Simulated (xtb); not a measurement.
Job for xtb: GFN1-xTB on BeB-, 2S+1 = 3, a spin state set in the input, which need not be the lowest, a point of a bond scan (R = 1.751 Å). Charge -1.

```
$ xtb mol.xyz --gfn 1 --sp --chrg -1 --uhf 2
2

Be     0.00000000     0.00000000     0.00000000
B      0.00000000     0.00000000     1.75088200
```

**Question.** What total energy does the run end on?

**Answer.** -2.1658 hartree.
